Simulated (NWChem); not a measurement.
System: C4H3NO; SMILES C1=CC(=O)C=N1

The following NWChem deck was run.

```
start job
memory heap 200 mb stack 900 mb global 1100 mb
geometry units angstroms noautosym nocenter noautoz
  O     -0.068817     2.013308     0.000000
  C      0.003187     0.813729     0.000000
  C      1.193022    -0.080240     0.000000
  C      0.696366    -1.325482     0.000000
  N     -0.749826    -1.383486     0.000000
  C     -1.162886    -0.179939     0.000000
  H      2.229468     0.249142     0.000000
  H      1.239529    -2.271879     0.000000
  H     -2.220557     0.102814     0.000000
end
basis spherical
  * library 6-31g*
end
dft
  xc hfexch
  iterations 150
  mulliken
end
task dft energy
esp
  recalculate
  probe 0.07
  range 0.3
  factor 1.0
  spacing 0.02
end
task esp
```

All runs use the structure optimised with PBE0/def2-SVP.

Atomic charges in e: unrestrained fits to the electrostatic potential beside Mulliken populations; buried atoms are poorly determined by the fit.

Atoms are numbered as in the input.

Task: Give the results of this calculation. (Hartree-Fock/6-31G* (spherical d).) Quantities: ESP O1; Mulliken O1; ESP C2; Mulliken C2; ESP C3; Mulliken C3; ESP C4; Mulliken C4; ESP N5; Mulliken N5; relative RMS misfit of the potential (%).

Result: 
| Item | Value |
|---|---|
| ESP O1 | -0.56 |
| Mulliken O1 | -0.51 |
| ESP C2 | 0.78 |
| Mulliken C2 | 0.47 |
| ESP C3 | -0.56 |
| Mulliken C3 | -0.30 |
| ESP C4 | 0.31 |
| Mulliken C4 | 0.02 |
| ESP N5 | -0.48 |
| Mulliken N5 | -0.45 |
| relative RMS misfit of the potential (%) | 29 |
